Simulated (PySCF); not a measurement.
**V(2+): ionisation energy**

V(2+) [Ar] 3d3 (4F) → V(3+) [Ar] 3d2 (3F), as a difference of total energies. Calculation: PySCF 2.14, in 6-31G*; no relativity, point nucleus. Correlated levels: valence: [Ar] frozen. The calculations carry no spin-orbit coupling.

```csv
method,ionisation energy (eV),difference from reference (eV)
UHF,28.558,-0.753
r2SCAN,30.148,+0.837
PBE,30.173,+0.862
MP2 (valence),28.816,-0.495
SCS-MP2 (valence),28.644,-0.667
```

Reference: 29.311 eV (measured; NIST Atomic Spectra Database, ionization energies).

These non-relativistic numbers lack the scalar-relativistic shift.

The reference lies between the lowest fine-structure levels, while these numbers refer to the centres of the terms.

Errors of the correlated levels include the incompleteness of this basis and the frozen core.
